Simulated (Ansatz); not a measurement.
Geometry optimisation, RKS PBE/STO-3G in Ansatz 0.2.0.

Input file:

```yaml
crystal:
  periodic: [false, false, false]
  atoms:
    - { symbol: C, position_ang: [-0.6796, -2.5771, -0.1064] }
    - { symbol: B, position_ang: [0.2699, -1.684, 0.7704] }
    - { symbol: C, position_ang: [0.0245, -0.1146, 0.9214] }
    - { symbol: S, position_ang: [1.5299, 0.7073, 1.7183] }
    - { symbol: Si, position_ang: [0.8394, 0.8536, -0.4065] }
    - { symbol: Si, position_ang: [-0.133, 2.8503, -0.7721] }
    - { symbol: H, position_ang: [-0.399, -3.5973, -0.0984] }
    - { symbol: H, position_ang: [-1.7184, -2.4182, 0.2789] }
    - { symbol: H, position_ang: [-0.7008, -2.1423, -1.1208] }
    - { symbol: H, position_ang: [1.1663, -2.2216, 1.3528] }
    - { symbol: H, position_ang: [-0.9392, 0.245, 1.3139] }
    - { symbol: H, position_ang: [1.8296, 0.2295, -1.2705] }
    - { symbol: H, position_ang: [-1.141, 3.1454, 0.291] }
    - { symbol: H, position_ang: [0.8691, 3.8971, -0.7867] }
    - { symbol: H, position_ang: [-0.8396, 2.7762, -2.0561] }
basis:
  gaussian: { orbitals: STO-3G }
hamiltonian:
  xc: pbe
relax:
  f_tol: 0.02
  max_steps: 50
output:
  orbitals: {}
```

Launched with:

```bash
$ ansatz run input.yaml --threads 1 --pin off --max-ram 2048MiB --backend cpu --events-out ev --progress --plain --runs-dir out
```

Problem. Where does it end, and by what steps?

Solution. The forces met the threshold. The force dipped under the threshold on the way, but the program's further checks kept it going. Limits of this set-up: minimal basis. After 20 steps the energy has fallen by 0.924 eV; H10 moved furthest, 1.04 Å.

```json
{"step": "0", "energy less start (eV)": "0.0000", "largest force component (eV/Å)": "2.513", "accepted": "yes"}
{"step": "1", "energy less start (eV)": "-0.5793", "largest force component (eV/Å)": "0.837", "accepted": "yes"}
{"step": "2", "energy less start (eV)": "-0.6838", "largest force component (eV/Å)": "0.498", "accepted": "yes"}
{"step": "3", "energy less start (eV)": "-0.7667", "largest force component (eV/Å)": "0.336", "accepted": "yes"}
{"step": "4", "energy less start (eV)": "-0.8330", "largest force component (eV/Å)": "0.180", "accepted": "yes"}
{"step": "5", "energy less start (eV)": "-0.8801", "largest force component (eV/Å)": "0.261", "accepted": "yes"}
{"step": "6", "energy less start (eV)": "-0.9076", "largest force component (eV/Å)": "0.175", "accepted": "yes"}
{"step": "7", "energy less start (eV)": "-0.9141", "largest force component (eV/Å)": "0.223", "accepted": "yes"}
{"step": "8", "energy less start (eV)": "-0.9180", "largest force component (eV/Å)": "0.157", "accepted": "yes"}
{"step": "9", "energy less start (eV)": "-0.9163", "largest force component (eV/Å)": "0.162", "accepted": "no"}
{"step": "10", "energy less start (eV)": "-0.9216", "largest force component (eV/Å)": "0.031", "accepted": "yes"}
{"step": "11", "energy less start (eV)": "-0.9231", "largest force component (eV/Å)": "0.022", "accepted": "yes"}
{"step": "12", "energy less start (eV)": "-0.9221", "largest force component (eV/Å)": "0.228", "accepted": "no"}
{"step": "13", "energy less start (eV)": "-0.9238", "largest force component (eV/Å)": "0.029", "accepted": "yes"}
{"step": "14", "energy less start (eV)": "-0.9232", "largest force component (eV/Å)": "0.142", "accepted": "no"}
{"step": "15", "energy less start (eV)": "-0.9242", "largest force component (eV/Å)": "0.016", "accepted": "yes"}
{"step": "16", "energy less start (eV)": "-0.9241", "largest force component (eV/Å)": "0.049", "accepted": "no"}
{"step": "17", "energy less start (eV)": "-0.9243", "largest force component (eV/Å)": "0.012", "accepted": "yes"}
{"step": "18", "energy less start (eV)": "-0.9244", "largest force component (eV/Å)": "0.016", "accepted": "yes"}
{"step": "19", "energy less start (eV)": "-0.9244", "largest force component (eV/Å)": "0.020", "accepted": "yes"}
{"step": "20", "energy less start (eV)": "-0.9245", "largest force component (eV/Å)": "0.018", "accepted": "yes"}
```

```xyz
15
Properties=species:S:1:pos:R:3
C -0.827 -2.522 -0.083
B 0.358 -1.632 0.471
C 0.127 -0.250 1.064
S 1.450 0.675 2.014
Si 1.044 1.047 -0.011
Si -0.147 2.818 -0.747
H -0.894 -3.450 0.523
H -1.819 -2.035 -0.055
H -0.633 -2.859 -1.120
H 1.463 -2.043 0.368
H -0.905 0.055 1.327
H 1.999 0.498 -0.970
H -1.166 3.187 0.223
H 0.725 3.963 -0.964
H -0.797 2.498 -2.010
```

Run time: 90 s on 1 thread of Arm Neoverse V1, with other jobs on the host, peak memory 0.16 GiB.
